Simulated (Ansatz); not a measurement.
Molecule: CW (charge 0, triplet). The spin state was set by rule; other spins were not relaxed. 
Geometry from a B3LYP-D3(BJ)/def2-TZVP (Ansatz, a first-principles code) optimisation:
```
W
C 1 1.7052
```
Charge 0, spin multiplicity 3.

Quantity: atomisation energy (electronic, to ground-state atoms), in kJ/mol. Cores are frozen in the correlated levels unless marked. Open shells are spin-unrestricted. No spin-orbit coupling. The frozen core is the preceding noble-gas configuration, with the filled d and f shells of earlier blocks. Past Kr the def2 sets carry scalar-relativistic core potentials. The coupled-cluster limit lacks core correlation, which all-electron functionals hold. CBS(X,Y): correlation extrapolated as X^-3; Hartree-Fock from the larger set.

| level | program | atomisation energy (kJ/mol) |
|---|---|---|
| r2SCAN/def2-TZVPD | Ansatz | 520.1 |
| PBE0-D3(BJ)/def2-TZVPD | Ansatz + dftd3 | 523.0 |

### Question
What does CCSD(T)/CBS(def2-TZVPPD,def2-QZVPPD) (Ansatz) give?

### Answer
516.9 kJ/mol, so PBE0-D3(BJ)/def2-TZVPD differs from it by 6.1 kJ/mol.
